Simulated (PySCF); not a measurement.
Levels of W(71+) from EOM-EA-GCCSD

Reference: closed-shell W(72+), 1s2; one electron is added. Calculated with PySCF 2.14, two-component X2C-1e with screened spin-orbit coupling, an even-tempered Gaussian basis (16 s from 26 bohr⁻², ratio 2.6; 13 p from 34 bohr⁻², ratio 2.6; 6 d from 35 bohr⁻², ratio 2.8; 3 f from 1500 bohr⁻², ratio 2.8); frozen nothing; the 34 highest virtual spinors dropped; of the others 56 kept and the rest restored at second order. No Breit or QED terms. Binding energies in eV.

```tsv
level	Koopmans
2s1/2	19712.4
2p1/2	19529.4
2p3/2	17996.9
```

Problem. How does correlation move these levels?

Solution. 2s1/2: second order 19712.7, EOM-CCSD 19712.7; 2p1/2: second order 19529.9, EOM-CCSD 19529.9; 2p3/2: second order 17997.2, EOM-CCSD 17997.2.

For comparison, the ionisation energy of W(71+) is 19686.74 ± 0.2 eV (theoretical estimate listed by NIST; NIST Atomic Spectra Database, ionization energies).

Only part of the computed levels is shown.
